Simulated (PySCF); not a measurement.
C3H5FOSi, SMILES F[SiH2]C1=COC1. Coordinates come from a PBE-D3(BJ)/def2-SVP optimisation. This is a generated structure with no PubChem entry under its InChIKey; it may be hypothetical. The values are those of a single conformer.

Computed equilibrium geometry at PBE-D3(BJ)/def2-SVP (PySCF confirms it by a frequency run) as a Z-matrix (one conformer of several):
```
C
C 1 1.3654
O 2 1.3737 1 100.42
H 2 1.1015 1 138.73 3 179.97
C 3 1.4759 2 85.95 4 -179.97
H 5 1.1094 3 110.12 2 118.81
H 5 1.1095 6 110.69 3 -122.01
Si 1 1.8386 2 134.75 4 0.02
F 8 1.6436 1 106.64 2 0.49
H 8 1.5041 9 108.15 1 -121.16
H 8 1.5041 10 108.79 9 117.16
```
Charge 0, spin multiplicity 1.
